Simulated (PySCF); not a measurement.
**Löwdin shares of the frontier orbitals**

Compound: C₃HFN₂O₃.
Numbering: `[O:1]=[CH:2][O:3][c:4]1[n:5][o:6][c:7]([F:8])[n:9]1` (hydrogens: H10 on C2)

Cartesian coordinates in Å at the GFN2-xTB level; atoms count from 1:
```
atom  x, y, z in Å
O1    -1.918   -1.300   -0.289
C2    -2.072   -0.541    0.605
O3    -1.194    0.404    1.032
C4     0.035    0.461    0.519
N5     0.679    1.588    0.384
O6     1.896    1.236   -0.108
C7     1.867   -0.087   -0.228
F8     2.923   -0.681   -0.682
N9     0.762   -0.632    0.140
H10   -2.969   -0.444    1.234
```

Method: TDDFT PBE0/def2-SVPD, vertical, gas phase, core orbitals frozen in the response in PySCF.

Frontier orbitals with the atoms that hold most of them (Löwdin shares over 4%, at most four atoms; ? is withheld):

```
orbital  ε (eV)                           atoms
 HOMO-3  -10.25  N9 37%, O3 14%, O6 13%, C7 11%
 HOMO-2   -9.70   N5 36%, O1 21%, N9 16%, C4 7%
 HOMO-1   -9.16                               ?
   HOMO   -8.76                               ?
   LUMO   -1.43  C2 23%, O1 18%, N5 16%, C4 11%
 LUMO+1   -0.76  C7 21%, C2 16%, N9 13%, O1 13%
 LUMO+2    0.31  C7 39%, O6 14%, F8 14%, C4 11%
```

Problem. Which atoms hold the HOMO, and with what shares?

Solution. N5 (bonded to C and O) 35%; C4 (bonded to 2 N and O) 12%; O3 (bonded to 2 C) 11%; C7 (bonded to F, N and O) 10%. By element: nitrogen 35% or more, carbon 22% or more, oxygen 11% or more.

Problem. Give the leading atoms of the HOMO-1.

Solution. O1 (bonded to C) 40%; N9 (bonded to 2 C) 19%; N5 (bonded to C and O) 11%; C2 (bonded to 2 O and H) 7%. By element: oxygen 40% or more, nitrogen 30%, carbon 7% or more.

Problem. The HOMO–LUMO gap is 7.33 eV. Where does the response calculation put the lowest singlet, and from which orbitals?

Solution. S1 is at 5.60 eV (f = 0.0034), 1.73 eV below the gap, made of HOMO-1→LUMO (54%), HOMO→LUMO (16%), HOMO-1→LUMO+1 (11%). Its leading pair isn't HOMO and LUMO; the energies of that pair differ by 7.72 eV. Without the coupling terms of the response equations the lowest excitation would equal the gap.

Next come S2 at 6.35 eV (f 0.013), HOMO-2→LUMO (43%), HOMO-1→LUMO (27%), HOMO-1→LUMO+1 (20%); S3 at 6.64 eV (f 0.104), HOMO→LUMO (69%), HOMO-1→LUMO+1 (13%); S4 at 7.03 eV (f 0.039), HOMO→LUMO+1 (77%), HOMO-2→LUMO (8%); S5 at 7.17 eV (f 0.016), HOMO-1→LUMO+1 (48%), HOMO-2→LUMO (33%).

On an Arm Neoverse V1 with one thread (shared host), this took 28 s and 0.82 GiB of memory at its peak.

One conformer stands for the species.
